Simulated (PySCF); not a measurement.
## [ReOF6]− at several levels of theory

Computed with PySCF 2.14.0 (density fitting, no spin-orbit coupling) at the geometry relaxed with TPSS:

```xyz
8
[ReOF6]− (singlet)
Re    0.0000    0.0000    0.1004
O     0.0000    0.0000    1.8172
F     0.0000    0.0000   -1.8260
F     1.9207    0.0000   -0.0191
F     0.5935    1.8267   -0.0191
F    -1.5539    1.1289   -0.0191
F    -1.5539   -1.1290   -0.0191
F     0.5935   -1.8267   -0.0191
```

```tsv
level	basis	state	HOMO (eV)	gap (eV)	charge on Re1 (e)	dipole about the centre of mass (D)	largest force component (eV/Å)
TPSS	Re def2-SVP with ECP60, O def2-SVP, F def2-SVP	singlet	-3.03	3.14	1.31	0.88	0.03
CAM-B3LYP	the same	singlet	-6.64	8.12	1.44	1.20	2.26
TPSSh	the same	singlet	-3.94	4.14	1.44	1.00	0.82
revPBE	the same	singlet	-2.75	2.98	1.22	0.87	0.42
TPSS	Re def2-TZVP with ECP60, O def2-TZVP, F def2-TZVP	singlet	-3.30	3.23	1.46	0.99	0.32
TPSS	Re x2c-SVPall, O x2c-SVPall, F x2c-SVPall	singlet	-3.10	2.81	0.90	0.95	1.19
```

Charges are Mulliken's, which hang on the basis. The relaxation used the grid (50, 194), these runs (75, 302) or, all-electron (x2c bases, spin-free X2C Hamiltonian), (99, 590).

Q: What does wB97X with Re def2-SVP with ECP60, O def2-SVP, F def2-SVP give here?

A: state singlet, HOMO (eV) -7.66, gap (eV) 10.13, charge on Re1 (e) 1.54, dipole about the centre of mass (D) 1.28, largest force component (eV/Å) 2.69. Time: 7.4 s on 4 threads of Arm Neoverse V1 (shared host), from an already converged density.

In the first row's basis the gap widens with exact exchange: 3.0 to 3.1 eV for revPBE, TPSS (none); 4.1 eV for TPSSh (a fixed share); 8.1 to 10.1 eV for CAM-B3LYP, wB97X (rising or full at long range).

No frequency check is given that shows the relaxed geometry to be a minimum.
